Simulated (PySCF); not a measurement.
C₅H₄FN.
Geometry (PBE0-D3(BJ)/def2-SVP, Å), atoms numbered from 1 in this order:
```xyz
11
C5H4FN angstrom
C      3.0089   -0.4537    0.2658
C      1.7955   -0.4337    0.2299
C      0.3837   -0.4367    0.1984
C     -0.3712    0.5879   -0.2430
F      0.1980    1.7016   -0.6857
C     -1.8430    0.6358   -0.2889
N     -2.6751   -0.2808   -0.0099
H      4.0828   -0.4669    0.2957
H     -0.1368   -1.3290    0.5607
H     -2.2305    1.6158   -0.6132
H     -2.2011   -1.1475    0.2694
```

Computed with PySCF at wB97X-D/def2-SVPD, non-relativistic, on one gas-phase PBE0-D3(BJ)/def2-SVP geometry that isn't relaxed in the solvent. The solvent is an IEF-PCM continuum (van der Waals radii × 1.2), and excitations are vertical TDDFT with non-equilibrium linear response and a frozen core. Only the electrostatic response of the medium enters.

| run | E − E(gas) (kJ/mol) | HOMO (eV) | HOMO–LUMO gap (eV) | dipole (D) | lowest singlet (eV) | static polarisability (au) |
| --- | --- | --- | --- | --- | --- | --- |
| gas | 0.00 | -9.06 | 8.34 | 1.78 | 4.45 | 74.3 |
| P | -11.57 | -9.02 | 8.36 | 1.99 | 4.49 | 84.0 |
| Q | -25.16 | -8.99 | 8.38 | 2.23 | 4.56 | 95.8 |

Question: The runs were made in cyclohexane and tetrahydrofuran. Which run belongs to which solvent?

Answer: P = cyclohexane, Q = tetrahydrofuran. The dielectric constants are 2.017 (cyclohexane), 7.426 (tetrahydrofuran), and the energy falls further as ε rises. The optical constants n² used for the excitations are 2.04, 1.97 in the same order. In this model the ground state sees the solvent through ε alone.

Question: How constant is the ratio of the lowering to (ε − 1)/(2ε + 1)?

Answer: 
```
        solvent  (ε − 1)/(2ε + 1)  E − E(gas) (kJ/mol)  ratio (kJ/mol)  polarisation term (kJ/mol)
    cyclohexane             0.202               -11.57           -57.3                      -12.27
tetrahydrofuran             0.405               -25.16           -62.1                      -28.60
```

The ratio changes by +8.4 % in size from cyclohexane to tetrahydrofuran. The polarisation term is half the interaction of the solute with the induced surface charges.

Note: wB97X-D ran without an empirical dispersion term, which enters the total energy and its gradient alone.
